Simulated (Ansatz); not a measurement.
`O[SiH]([SiH3])[TeH]` and `O[SiH]([SiH3])[O][AlH2]` differ in one atom or group.

Ansatz, PBE0-D4/def2-TZVP geometries, multiplicity 1. Each molecule was computed in one conformer, which needn't be the lowest.

Elements past krypton have def2 core potentials.

```tsv
property	`O[SiH]([SiH3])[TeH]`
size of the dipole moment (B3LYP/def2-TZVPP) / D	1.02
HOMO energy (PBE0/def2-TZVPP) / eV	-6.68
LUMO energy (PBE/def2-TZVPP) / eV	-1.59
HOMO–LUMO gap (PBE0/def2-TZVPP) / eV	5.88
zero-point energy (PBE0-D4/def2-TZVP) / kJ/mol	144.5
HOMO–LUMO gap (ωB97M-V/def2-TZVPP) / eV	9.70
```

(1) Give the same properties after the change, and the shifts. (An estimate is asked.)

Answers

(1) The calculation gave: 
| property | `O[SiH]([SiH3])[O][AlH2]` | shift |
| --- | --- | --- |
| size of the dipole moment (B3LYP/def2-TZVPP) / D | 1.56 | 0.54 |
| HOMO energy (PBE0/def2-TZVPP) / eV | -7.68 | -1.00 |
| LUMO energy (PBE/def2-TZVPP) / eV | -1.99 | -0.40 |
| HOMO–LUMO gap (PBE0/def2-TZVPP) / eV | 6.47 | 0.59 |
| zero-point energy (PBE0-D4/def2-TZVP) / kJ/mol | 173.5 | 29.0 |
| HOMO–LUMO gap (ωB97M-V/def2-TZVPP) / eV | 10.13 | 0.43 |

With PBE0 the HOMO falls by 1.00 eV and the LUMO falls by 0.41 eV, so the gap widens by about 0.59 eV. PBE moves the HOMO by -0.82 eV and ωB97M-V by -1.02 eV. The zero-point energy changes by 29.0 kJ/mol with +6 modes. Dipoles are sizes alone; their direction can turn.

B3LYP here is the variant with VWN-RPA as its local correlation; programs differ in this.

Spin–orbit coupling is left out; it splits and shifts lone-pair levels of the heavy atoms by tenths of an eV.
